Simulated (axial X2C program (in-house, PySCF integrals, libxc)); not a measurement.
**CrF⁺: from Re and ωe to a spectrum**

A bond curve at the CCSD(T) level, with spin–orbit coupling, was computed with an axial X2C code built on PySCF integrals (basis Cr dyall-cv3z [9s10p6d3f2g], F dyall-av3z [7s6p3d2f] (cores contracted in-house)) for the state Ω = 2 (⟨Sz⟩ = 2.00, ⟨Lz⟩ = 0.00 at HF). Its fit gives Re = 1.7328 Å, ωe = 783.6 cm⁻¹, ωexe = 3.19 cm⁻¹ and αe = 2.475e-03 cm⁻¹; the masses are 51.9405 and 18.9984 u. Two-component means X2C with spin–orbit coupling and atomic mean-field Coulomb and Gaunt terms.

Correlated methods: 12 electrons correlated (number of frozen shells: Cr 3 s, 2 p; F 1 s), 262 virtual spin orbitals or spinors in MP2, 90 natural virtuals in coupled cluster.

**Question.** Find the reduced mass, Be and the force constant.

**Answer.** From the CCSD(T) values: μ = 13.9104 u. Be = 16.8576/(μ Re²) = 0.4036 cm⁻¹. k = 5.8918×10⁻⁷ μ ωe² = 5.03 mdyn/Å.

**Question.** Where do the fundamental and the first overtone lie?

**Answer.** ν(1←0) = ωe − 2ωexe = 777.2 cm⁻¹; ν(2←0) = 2ωe − 6ωexe = 1548.1 cm⁻¹.

**Question.** Estimate De from a Morse curve and compare with the computed well depth of 3.722 eV to Cr+ + F.

**Answer.** De(Morse) = ωe²/(4ωexe) = 5.966 eV against 3.722 eV computed, a ratio of 1.60. The extrapolation overshoots: the well softens faster than a Morse curve, or the lowest atomic limit lies below the one to which the curve heads.

**Question.** A Morse curve ties αe to the other constants (Pekeris). How well does that hold?

**Answer.** αe(Morse) = 6Be²/ωe × (√(ωexe/Be) − 1) = 2.259e-03 cm⁻¹; the CCSD(T) curve gives 2.475e-03 cm⁻¹, a ratio of 0.91.

**Question.** Estimate the centrifugal constant by the Kratzer relation.

**Answer.** D = 4Be³/ωe² = 4.28e-07 cm⁻¹.

Occupations by symmetry block were frozen at the best pattern of an incomplete PBE0 search. De is counted from the lowest determinant-based energies of the atoms at the same level, without counterpoise correction. Coupled cluster ran in a truncated set of natural virtual spinors; the MP2 energy of the rest was added. (T) has no such correction and the atoms are truncated less, which lowers De at CCSD(T) by a hundredth of an eV or more. With several unpaired electrons one determinant need not be a pure state. Open-shell Ω = 0 determinants with evenly filled partner blocks cannot be reached by this program, so the Ω shown need not be the lowest component.
